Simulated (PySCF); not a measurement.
C₆H₁₆NSi, SMILES C[C](C)N([SiH3])C(C)C, doublet, GFN2-xTB optimised geometry.

```
24

C      0.75     2.42    -2.93
C     -0.07     1.23    -2.60
C     -1.22     0.90    -3.50
N      0.11     0.57    -1.39
Si     0.77     1.36     0.00
C     -0.19    -0.86    -1.37
C     -1.40    -1.19    -0.49
C      1.03    -1.67    -0.93
H      0.28     3.36    -2.62
H      0.90     2.48    -4.00
H      1.72     2.37    -2.44
H     -2.03     0.42    -2.96
H     -1.60     1.82    -3.94
H     -0.93     0.24    -4.33
H      0.34     0.66     1.21
H      2.25     1.36     0.00
H      0.26     2.73     0.00
H     -0.43    -1.16    -2.40
H     -2.25    -0.57    -0.77
H     -1.17    -1.00     0.56
H     -1.67    -2.23    -0.60
H      0.83    -2.73    -1.04
H      1.89    -1.41    -1.55
H      1.28    -1.46     0.11
```

Density from PySCF with unrestricted PBE0/def2-SVP at that geometry.

Minimum of the electron density along straight lines between bonded atoms, close to the bond critical point (lines longer than 1.1 times the sum of covalent radii, or with two minima, are not listed):

```
bond     length / Å  ρ at the minimum / e bohr⁻³  ∇²ρ there / e bohr⁻⁵  position (fraction from the first atom)
-------  ----------  ---------------------------  --------------------  ---------------------------------------
C1–C2         1.487                        0.260                 -0.60                                     0.50
C2–C3         1.494                        0.256                 -0.58                                     0.50
C2–N4         1.386                        0.295                 -0.72                                     0.35
N4–Si5        1.734                        0.121                  0.70                                     0.60
N4–C6         1.460                        0.262                 -0.72                                     0.61
C6–C7         1.529                        0.246                 -0.57                                     0.50
C6–C8         1.528                        0.246                 -0.57                                     0.50
C1–H9         1.098                        0.269                 -0.95                                     0.62
C1–H10        1.092                        0.273                 -0.98                                     0.62
C1–H11        1.088                        0.275                 -1.00                                     0.62
C3–H12        1.089                        0.275                 -1.00                                     0.62
C3–H13        1.091                        0.273                 -0.98                                     0.62
C3–H14        1.098                        0.268                 -0.94                                     0.62
Si5–H15       1.464                        0.117                  0.32                                     0.49
Si5–H16       1.477                        0.116                  0.31                                     0.49
Si5–H17       1.460                        0.119                  0.33                                     0.49
C6–H18        1.095                        0.282                 -1.05                                     0.63
C7–H19        1.087                        0.276                 -1.01                                     0.62
C7–H20        1.086                        0.277                 -1.02                                     0.62
C7–H21        1.088                        0.276                 -1.00                                     0.62
C8–H22        1.088                        0.276                 -1.00                                     0.62
C8–H23        1.087                        0.277                 -1.02                                     0.63
C8–H24        1.086                        0.276                 -1.01                                     0.62
```
